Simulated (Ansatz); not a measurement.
One change: `CN(C)CCCN` becomes `NCCCF`.

Ansatz, PBE0-D4/def2-TZVP geometries, multiplicity 1. Each molecule was computed in one conformer, which needn't be the lowest.

```tsv
property	`CN(C)CCCN`
HOMO–LUMO gap (PBE/def2-TZVPP) / eV	4.95
size of the dipole moment (PBE/def2-TZVPP) / D	0.95
HOMO energy (B3LYP/def2-TZVPP) / eV	-5.82
HOMO–LUMO gap (ωB97M-V/def2-TZVPP) / eV	10.84
HOMO–LUMO gap (PBE0/def2-TZVPP) / eV	7.10
LUMO energy (ωB97M-V/def2-TZVPP) / eV	2.49
```

Give the same properties after the change, and the shifts. (Best estimate.)

Ansatz gave: 
```tsv
property	`NCCCF`	shift
HOMO–LUMO gap (PBE/def2-TZVPP) / eV	5.71	0.76
size of the dipole moment (PBE/def2-TZVPP) / D	2.51	1.56
HOMO energy (B3LYP/def2-TZVPP) / eV	-6.83	-1.01
HOMO–LUMO gap (ωB97M-V/def2-TZVPP) / eV	11.86	1.02
HOMO–LUMO gap (PBE0/def2-TZVPP) / eV	8.03	0.93
LUMO energy (ωB97M-V/def2-TZVPP) / eV	2.36	-0.13
```

With PBE0 the HOMO falls by 1.05 eV and the LUMO falls by 0.12 eV, so the gap widens by about 0.93 eV. PBE moves the HOMO by -0.86 eV and ωB97M-V by -1.15 eV. Dipoles are sizes alone; their direction can turn.

Positive LUMOs are unbound, so they and the gaps depend on the basis.

B3LYP here is the variant with VWN-RPA as its local correlation; programs differ in this.
